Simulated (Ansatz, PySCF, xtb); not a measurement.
Pair of molecules: HCl (SMILES Cl) (first 2 atoms) with CH2O (SMILES C=O); geometry from B3LYP-D3(BJ)/def2-TZVP.
(charge 0, multiplicity 1):
```xyz
6

Cl    -0.1523    -0.0562     0.4435
H      0.1496     0.4924     1.5878
C     -0.3371     0.0120     3.9994
O      0.2812     0.8562     3.4032
H     -0.4021     0.0214     5.1003
H     -0.8622    -0.8027     3.4716
```

Monomers are frozen at their geometry in the pair; levels with a basis set take the counterpoise correction. Rows marked so take none.

Rows in 6-31G* carry no dispersion term and start afresh at each structure (6-31G* with six Cartesian d functions).

Programs: Ansatz (Gaussian orbitals); PySCF for 6-31G* rows; xtb for the GFN methods. Values without a source in brackets are computed.

One of these levels gives -4.54 kcal/mol for the interaction energy. Which?
A. GFN1-xTB
B. PBE/def2-TZVPPD
C. HF/6-31G* (no counterpoise)

C, HF/6-31G* (no counterpoise). The others give -3.73 (GFN1-xTB), -5.69 (PBE/def2-TZVPPD)

Ansatz is a program for electronic structure.
